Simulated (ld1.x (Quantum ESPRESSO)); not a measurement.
## silicon (Si): one change to a PAW potential, before and after

| Property | Result |
| --- | --- |
| Element | Si |
| Generator | ld1.x (Quantum ESPRESSO) 7.5 |
| Type | PAW |
| Functional | LDA (PZ) |
| Relativity | scalar-relativistic |
| Frozen core | [Ne] |
| Valence charge | 4 |
| Reference configuration | 3s2 3p2 |
| Partial waves | 3s (bound): rcut 1.50, rcutus 2.05 bohr; 3s channel at 1.05 Ry: rcut 1.50, rcutus 2.05 bohr; 3p (bound): rcut 1.90, rcutus 2.15 bohr; 3p channel at 0.7 Ry: rcut 1.90, rcutus 2.15 bohr |
| Local potential | all-electron potential smoothed inside 1.95 bohr (lloc = -2) |
| Core correction | Bessel-smoothed model core, default radius (core density twice the valence density) |
| Augmentation charge | PSQ, inside the norm-conserving radii |

Change: all radii but the core radius scaled by about 0.78 (s 1.60, p 1.68 bohr, rcut 1.16/1.48); local potential all-electron potential smoothed inside 1.52 bohr (lloc = -2).

Cutoffs: the cutoffs (Ry, on a coarse ladder) from which the occupation-weighted sum of valence levels, in a spherical-Bessel basis at the reference potential, stays within 10 and 1 mRy of its value at 400 Ry; they do not see the model core or the augmentation charge, which bear on the density cutoff. Errors are all-electron minus pseudo energies relative to the spin-unpolarised reference configuration.

Question: How do hardness, ghosts and transferability respond?

Answer: The potential gets harder (8 Ry and 15 Ry → 12 Ry and 18 Ry); of the 9 tests that both files solve, the error grows in 1 and shrinks in 0 by more than 15 % and 0.3 meV (median size 1.6 → 1.6 meV); neither file shows a bound ghost. A smaller radius makes the pseudo-wave follow the all-electron one further in, where it bends more sharply, so more plane waves are needed.

| quantity | base | changed |
| --- | --- | --- |
| cutoff, loose | 8 Ry | 12 Ry |
| cutoff, tight | 15 Ry | 18 Ry |
| loose cutoff by channel (10 mRy a level) | s 6 Ry, p 6 Ry | s 10 Ry, p 6 Ry |
| bound ghosts | none | none |
| error for 3s2 3p1, meV [ΔE 7.83 eV] | -1.4 | -1.4 |
| error for 3s2 3p0, meV [ΔE 23.94 eV] | -13 | -13 |
| error for 3s1 3p0, meV [ΔE 58.09 eV] | -72 | -74 |
| error for 3s2 3p2.3, meV [ΔE -0.96 eV] | 0.0 | 0.0 |
| error for 3s2 3p1.5, meV [ΔE 2.96 eV] | -0.3 | -0.3 |
| error for 3s1 3p2, meV [ΔE 15.24 eV] | -3.5 | -3.7 |
| error for 3s0 3p4, meV [ΔE 13.78 eV] | -2.5 | -3.1 |
| error for 3s2 3p2 (spin-polarised), meV [ΔE -0.61 eV] | -0.4 | -0.6 |
| error for 3s2 3p1 (spin-polarised), meV [ΔE 7.62 eV] | -1.6 | -1.6 |
| lowest overlap eigenvalue by channel | s 0.46, p 0.83 | s 0.50, p 0.76 |
